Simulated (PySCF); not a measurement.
# Assigning NMR signals

Cartesian coordinates in Å; atom numbers follow the order of the lines, from 1:
```xyz
15

N    -1.178    1.314    2.637
C    -0.962    0.700    1.695
C    -0.686   -0.053    0.515
O     0.489   -0.777    0.563
Si    2.012   -0.368    0.196
O     2.026    0.140   -1.354
C    -1.859   -0.656   -0.223
C    -1.160    0.536   -0.795
H     2.522    0.705    1.045
H     2.639   -1.667    0.364
H     2.835    0.401   -1.781
H    -1.681   -1.617   -0.679
H    -2.844   -0.531    0.201
H    -1.656    1.494   -0.769
H    -0.501    0.387   -1.636
```

Method: σ from GIAO-PBE0/pcSseg-1, coordinates at the GFN2-xTB level, in PySCF 2.14.0 with density-fitted response routines (non-relativistic, one conformer, isolated molecule, equivalent nuclei averaged).

Chemical shifts δ = σref − σ; ¹³C, ¹H vs TMS, all at this level.

**Question.** Assign these signals to the numbered atoms. ¹³C{¹H} NMR (computed): δ 125.6 (C), 42.9 (C), 20.2 (CH2).

**Answer.** 
125.6 → C2, nitrile carbon: this is the usual window of a C≡N carbon, which has no attached hydrogen
42.9 → C3, three-membered-ring carbon: deshielded by the electronegative neighbour
20.2 → C7/C8, three-membered-ring carbon

**Question.** Assign these signals to the numbered atoms. ¹H NMR (400 MHz, computed): δ 5.03 (s, 2H), 1.66 (m, 2H), 1.15 (m, 2H), 1.13 (br s, 1H).

**Answer.** 
| δ (ppm) | atoms | environment | reason |
| --- | --- | --- | --- |
| 5.03 | H9/H10 | hydrogen on a silicon bonded to 2 O | – |
| 1.66 | H12/H15 | hydrogen on a three-membered-ring carbon | – |
| 1.15 | H13/H14 | hydrogen on a three-membered-ring carbon | cyclopropane-type protons are shielded by the ring |
| 1.13 | H11 | hydrogen on an oxygen bonded to Si | exchangeable, gas-phase position |

H13/H14 and H11 lie closer than the usual error of such a calculation, so a measured spectrum could show them in the other order.

OH and NH positions are those of a molecule without intermolecular hydrogen bonds; in solution they move with solvent, concentration and temperature, and exchange usually removes their couplings. Shifts are as computed. Against solution values, carbons near 30 ppm lie about +3 ppm off and those near 130 ppm about +5 ppm. Of 1211 compounds with measured shifts, 218 miss one by over three times the rms of a fit or turn the order of signals round; such compounds aren't used in these exercises. Multiplicities follow the n + 1 count of equivalent neighbours, as no J values were calculated; m marks all less simple cases, F and P coupling included.
